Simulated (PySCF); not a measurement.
H₄OSn, SMILES [OH][SnH3]. Atoms are numbered in the order given.

```xyz
6

Sn    -0.0018     0.2711     0.0000
O      0.1100    -1.7112     0.0000
H     -0.8366     0.7687     1.4116
H      1.6348     0.7403     0.0000
H     -0.8366     0.7687    -1.4116
H     -0.7499    -2.1431     0.0000
```

Coordinates come from a B3LYP-D3(BJ)/def2-TZVP optimisation. The def2 effective core potentials stand for the cores of Sn; spin–orbit coupling is left out.

All values below come from TDDFT-CAM-B3LYP/def2-SVPD run with PySCF.

Vertical excitations. Gas-phase values at a fixed geometry. State labels are in the subgroup Cs.

```csv
state,symmetry,energy (eV),λ (nm),f,main pairs
S1,A",6.20,200,0.015,HOMO→LUMO 92 %
S2,A',7.21,172,0.062,HOMO−1→LUMO 93 %
S3,A",7.38,168,0.057,HOMO→LUMO+1 90 %
S4,A",7.88,157,0.023,"HOMO−3→LUMO 66 %, HOMO→LUMO+2 14 %, HOMO→LUMO+4 11 %"
S5,A',8.00,155,0.063,HOMO−2→LUMO 78 %
S6,A",8.05,154,0.016,"HOMO→LUMO+2 65 %, HOMO→LUMO+4 21 %"
S7,A',8.12,153,0.089,"HOMO−1→LUMO+1 81 %, HOMO→LUMO+3 13 %"
S8,A',8.56,145,0.260,"HOMO→LUMO+3 71 %, HOMO−1→LUMO+1 11 %"
S9,A",8.60,144,0.015,"HOMO→LUMO+4 51 %, HOMO−3→LUMO 21 %, HOMO→LUMO+7 8 %"
S10,A',8.80,141,0.029,"HOMO−2→LUMO+1 45 %, HOMO−1→LUMO+2 43 %"
T1,A",5.72,217,0,HOMO→LUMO 81 %
T2,A',6.48,191,0,HOMO−1→LUMO 72 %
T3,A",6.68,186,0,"HOMO→LUMO+1 53 %, HOMO→LUMO 9 %, HOMO→LUMO+2 8 %, HOMO−3→LUMO+1 8 %"
T4,A',7.00,177,0,"HOMO−1→LUMO+1 38 %, HOMO−1→LUMO+4 13 %, HOMO−1→LUMO 11 %, HOMO−2→LUMO+1 9 %"
```
Triplets are in the Tamm–Dancoff approximation, which puts them higher than full response would, so one can lie above its singlet here.
